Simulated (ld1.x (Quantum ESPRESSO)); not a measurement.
## u(r) = r·R(r): atom against pseudo-atom (hafnium (Hf))

Columns: radius, all-electron u(r) and pseudo u(r) of the 5d shell (level -2.71 eV) of hafnium in the configuration [Kr] 4d10 4f14 5s2 5p6 5d2 6s2 6p0; PBEsol, scalar-relativistic, PAW scheme, ld1.x (Quantum ESPRESSO) 7.5.

```tsv
r (bohr)	all-electron	pseudo
0.120	0.1777	0.0014
0.240	-0.0520	0.0106
0.360	-0.2556	0.0342
0.480	-0.2382	0.0759
0.600	-0.0964	0.1362
0.720	0.0782	0.2123
0.840	0.2406	0.2984
0.960	0.3747	0.3873
1.080	0.4777	0.4712
1.200	0.5524	0.5432
1.320	0.6032	0.5988
1.440	0.6350	0.6360
1.560	0.6519	0.6558
1.680	0.6574	0.6613
1.800	0.6545	0.6566
1.920	0.6454	0.6459
2.040	0.6319	0.6319
2.160	0.6155	0.6155
2.280	0.5970	0.5970
2.400	0.5773	0.5773
2.520	0.5569	0.5569
2.640	0.5361	0.5361
2.760	0.5152	0.5152
2.880	0.4944	0.4944
3.000	0.4739	0.4739
3.120	0.4537	0.4537
```

Task: How many radial nodes do the two functions have?

Result: The all-electron 5d function has n − l − 1 = 2; the pseudo-wave has 0, since the states of the same l below it are removed with the core.

Task: At about which radius was the pseudo-wave matched?

Result: 2.05 bohr, where the columns begin to agree (steps of 0.12 bohr).

Task: Is the pseudo-wave norm-conserving?

Result: No, it belongs to a PAW set: the norm inside the radius is not constrained, and the difference is carried by the augmentation charge.
